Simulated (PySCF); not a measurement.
**How methods differ on the excitation energy of Hg²⁺**

Hg²⁺ [Xe] 4f14 5d10 (1S) → Hg²⁺ [Xe] 4f14 5d9 6s1 (3D), as a difference of total energies. Calculation: PySCF 2.14, in x2c-TZVPPall (11s7p7d3f1g, 97 functions); scalar relativity by spin-free X2C-1e. Correlated levels: valence and next inner shell: [Kr] 4d10 4f14 frozen. The calculations carry no spin-orbit coupling.

| method | excitation energy (cm⁻¹) |
| --- | --- |
| UHF | 49259 |
| MP2 (valence and next inner shell) | 50905 |
| SCS-MP2 (valence and next inner shell) | 51473 |
| CCSD (valence and next inner shell) | 50434 |
| CCSD(T) (valence and next inner shell) | 50436 |

A first-order spin-orbit estimate (lowest level to lowest level, LS coupling) adds -0.801 eV.

The basis was made for the ground configuration and has no added diffuse functions, so the excitation energy can come out too high.
